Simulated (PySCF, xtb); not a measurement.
C4H6BrF, SMILES F/C=C/CCBr.

GFN2-xTB run with xtb at its own geometry gives an orbital gap of 4.90 eV and a dipole moment of 1.52 D.

The structure is a stationary point at PBE0-D3(BJ)/def2-SVP. The structure was generated by enumeration; whether it is a known compound was not checked. Other conformers were not sampled.

Task: What does r2SCAN/def2-TZVP in PySCF give? (An estimate is asked for; the answer gives what the named calculation found.)

Result: gap 5.66 eV (levels -6.51 and -0.85 eV), dipole 0.55 D.
